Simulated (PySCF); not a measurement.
**Radial density of F⁺ (fluorine, charge +1)**

UHF, [He] 2s2 2p4, high-spin 3P determinant. All numbers are calculated (PySCF 2.14, the spin-free X2C one-electron Hamiltonian (Gaussian nucleus), in jorge-DZP-DKH).

```json
{"r (bohr)": "0.00254", "4πr²ρ (e/bohr)": "0.03640", "4πr²(ρα − ρβ)": "0.0000"}
{"r (bohr)": "0.00427", "4πr²ρ (e/bohr)": "0.1006", "4πr²(ρα − ρβ)": "0.0000"}
{"r (bohr)": "0.00718", "4πr²ρ (e/bohr)": "0.2689", "4πr²(ρα − ρβ)": "0.0001"}
{"r (bohr)": "0.0121", "4πr²ρ (e/bohr)": "0.6827", "4πr²(ρα − ρβ)": "0.0002"}
{"r (bohr)": "0.0203", "4πr²ρ (e/bohr)": "1.650", "4πr²(ρα − ρβ)": "0.0007"}
{"r (bohr)": "0.0342", "4πr²ρ (e/bohr)": "3.615", "4πr²(ρα − ρβ)": "0.0023"}
{"r (bohr)": "0.0575", "4πr²ρ (e/bohr)": "6.732", "4πr²(ρα − ρβ)": "0.0096"}
{"r (bohr)": "0.0967", "4πr²ρ (e/bohr)": "9.498", "4πr²(ρα − ρβ)": "0.0460"}
{"r (bohr)": "0.163", "4πr²ρ (e/bohr)": "8.636", "4πr²(ρα − ρβ)": "0.2033"}
{"r (bohr)": "0.274", "4πr²ρ (e/bohr)": "4.743", "4πr²(ρα − ρβ)": "0.6914"}
{"r (bohr)": "0.460", "4πr²ρ (e/bohr)": "4.584", "4πr²(ρα − ρβ)": "1.6273"}
{"r (bohr)": "0.774", "4πr²ρ (e/bohr)": "5.932", "4πr²(ρα − ρβ)": "1.9645"}
{"r (bohr)": "1.30", "4πr²ρ (e/bohr)": "2.837", "4πr²(ρα − ρβ)": "0.8818"}
{"r (bohr)": "2.19", "4πr²ρ (e/bohr)": "0.3503", "4πr²(ρα − ρβ)": "0.0857"}
{"r (bohr)": "3.68", "4πr²ρ (e/bohr)": "0.008429", "4πr²(ρα − ρβ)": "0.0026"}
```

Densities and radii are taken from the X2C orbitals without a picture-change correction, which distorts them close to the nucleus.
